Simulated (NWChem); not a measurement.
All runs are NWChem calculations. System: MgO, charge 0, spin multiplicity 1, optimised in this run. The structure started from a generated list of species. Level: PBE0/def2-SVP.

Input file:

```
start mol
memory heap 200 mb stack 900 mb global 1100 mb
geometry units angstroms
  Mg     0.000000     0.000000     0.656941
  O      0.000000     0.000000    -0.985411
  symmetry group C2v
end
basis spherical
  * library def2-svp
end
dft
  xc pbe0
  semidirect memsize 60000000 filesize 0
  iterations 100
end
driver
  maxiter 80
end
task dft optimize
task dft freq
```

Part of the output:

```
             Northwest Computational Chemistry Package (NWChem) 7.3.0
             --------------------------------------------------------

                                NWChem Input Module
                                -------------------

 Scaling coordinates for geometry "geometry" by  1.889725989
 (inverse scale =  0.529177249)

 Turning off AUTOSYM since
 SYMMETRY directive was detected!

          ------
          auto-z
          ------

                             Geometry "geometry" -> ""
                             -------------------------

 Output coordinates in angstroms (scale by  1.889725989 to convert to a.u.)

  No.       Tag          Charge          X              Y              Z
 ---- ---------------- ---------- -------------- -------------- --------------
    1 Mg                  12.0000     0.00000000     0.00000000     0.65694080
    2 O                    8.0000     0.00000000     0.00000000    -0.98541120

 Effective nuclear repulsion energy (a.u.)      30.9318683839

            Nuclear Dipole moment (a.u.)
            ----------------------------
        X                 Y               Z
 ---------------- ---------------- ----------------
     0.0000000000     0.0000000000     0.0000000000

      Symmetry information
      --------------------

 Group name             C2v
 Group number             16
 Group order               4
 No. of unique centers     2

      Symmetry unique atoms

     1    2


 Summary of "ao basis" -> "" (spherical)
 ------------------------------------------------------------------------------
       Tag                 Description            Shells   Functions and Types
 ---------------- ------------------------------  ------  ---------------------
 *                          def2-svp                  on all atoms

                           NWChem Geometry Optimization
                           ----------------------------

 maximum gradient threshold         (gmax) =   0.000450
 rms gradient threshold             (grms) =   0.000300
 maximum cartesian step threshold   (xmax) =   0.001800
 rms cartesian step threshold       (xrms) =   0.001200
[...]
 Dependent rotation vector no.                    3
  found in ECKART; assuming linear geometry
 Projected Nuclear Hessian trans-rot subspace norm:7.7037D-34
                         (should be close to zero!)

          --------------------------------------------------------
          MASS-WEIGHTED PROJECTED HESSIAN (Hartree/Bohr/Bohr/Kamu)
          --------------------------------------------------------

               1            2            3            4            5            6
   ----- ----- ----- ----- -----
    1    0.00000D+00
    2    0.00000D+00  0.00000D+00
    3   -4.74201D-23  0.00000D+00  1.01879D+01
    4   -4.32453D-20  0.00000D+00  0.00000D+00  0.00000D+00
    5    0.00000D+00  4.32453D-20  4.22318D-23  0.00000D+00  0.00000D+00
    6    8.44635D-23 -1.05579D-23 -1.24756D+01  1.03430D-22 -1.03430D-22  1.52771D+01

 center of mass
 --------------
 x =   0.00000000 y =   0.00000000 z =   0.01964937

 moments of inertia (a.u.)
 ------------------
         104.656950721332           0.000000000000           0.000000000000
           0.000000000000         104.656950721332           0.000000000000
           0.000000000000           0.000000000000           0.000000000000

 Rotational Constants
 --------------------
 A=   0.000000 cm-1  (  0.000000 K)
 B=   0.575214 cm-1  (  0.827587 K)
 C=   0.575214 cm-1  (  0.827587 K)

 Temperature                      =   298.15K
 frequency scaling parameter      =   1.0000

 Linear Molecule

 Zero-Point correction to Energy  =    1.172 kcal/mol  (  0.001868 au)
 Thermal correction to Energy     =    2.698 kcal/mol  (  0.004300 au)
 Thermal correction to Enthalpy   =    3.291 kcal/mol  (  0.005244 au)

 Total Entropy                    =   50.839 cal/mol-K
   - Translational                =   36.969 cal/mol-K (mol. weight =  39.9800)
   - Rotational                   =   13.679 cal/mol-K (symmetry #  =        1)
   - Vibrational                  =    0.191 cal/mol-K

 Cv (constant volume heat capacity) =    5.583 cal/mol-K
   - Translational                  =    2.979 cal/mol-K
   - Rotational                     =    1.986 cal/mol-K
   - Vibrational                    =    0.618 cal/mol-K


 ----------------------------------------------------------------------------
 Normal Eigenvalue ||    Projected Derivative Dipole Moments (debye/angs)
  Mode   [cm**-1]  ||      [d/dqX]             [d/dqY]           [d/dqZ]
 ------ ---------- || ------------------ ------------------ -----------------
    1        0.000 ||       0.860               0.000             0.000
    2        0.000 ||       0.000               0.860             0.000
    3        0.000 ||      -1.053              -0.000            -0.000
    4        0.000 ||      -0.000              -1.053            -0.000
    5        0.000 ||       0.000               0.000             0.000
    6      820.306 ||      -0.000              -0.000            -0.073
 ----------------------------------------------------------------------------

 ----------------------------------------------------------------------------
 Normal Eigenvalue ||           Projected Infra Red Intensities
  Mode   [cm**-1]  || [atomic units] [(debye/angs)**2] [(KM/mol)] [arbitrary]
 ------ ---------- || -------------- ----------------- ---------- -----------
    1        0.000 ||    0.032025           0.739        31.220      11.985
    2        0.000 ||    0.032025           0.739        31.220      11.985
    3        0.000 ||    0.048023           1.108        46.815      17.972
    4        0.000 ||    0.048023           1.108        46.815      17.972
    5        0.000 ||    0.000000           0.000         0.000       0.000
    6      820.306 ||    0.000232           0.005         0.226       0.087
 ----------------------------------------------------------------------------

 Task  times  cpu:        7.9s     wall:        7.9s

 Total times  cpu:       11.3s     wall:       11.3s
```
